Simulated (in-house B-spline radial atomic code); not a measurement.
W+ is squeezed into an impenetrable sphere of radius R (the orbitals vanish at R). Method: Dirac-Kohn-Sham LDA VWN5, spherical fractional occupations, Fermi nucleus of rms radius 5.3658 fm. Calculated with a B-spline radial code for spherical atoms.

Energies in eV above the free ion in [Xe] 4f14 5d4 6s1:

| R (bohr) | highest level (eV) | [Xe] 4f14 5d4 6s1 | [Xe] 4f14 5d3 6s1 6f1 | [Kr] 4d10 4f14 5s2 5p5 5d4 6s1 6d1 |
| --- | --- | --- | --- | --- |
| 9.55 | -11.7 | 0.001515 | 19.91 | 52.86 |
| 6.54 | -11.4 | 0.1918 | 30.11 | 55.69 |
| 5.36 | -10.7 | 1.141 | 40.79 | 60.44 |
| 4.22 | -7.27 | 6.247 | 64.73 | 75.1 |
| 3.81 | -3.7 | 11.69 | 81.73 | 87.48 |
| 3.21 | 7.15 | 30.72 | 126.9 | 124.4 |
| 2.65 | 32.5 | 84.28 | 223.5 | 212.3 |
| 2.03 | 117 | 319.6 | 555.7 | 538.3 |
| 1.69 | 240 | 762.9 | 1102 | 1091 |
| 1.41 | 458 | 1731 | 2213 | 2225 |

Question: Does [Xe] 4f14 5d3 6s1 6f1 fall below [Xe] 4f14 5d4 6s1 under compression?

Answer: No, it stays above over the whole range.

Question: Does [Kr] 4d10 4f14 5s2 5p5 5d4 6s1 6d1 fall below [Xe] 4f14 5d4 6s1 under compression?

Answer: No, it stays above over the whole range.

The highest level is first positive in the row R = 3.21 bohr, pushed up by confinement above the zero of the free ion's potential. Each configuration is held fixed and needn't be the lowest in the sphere.
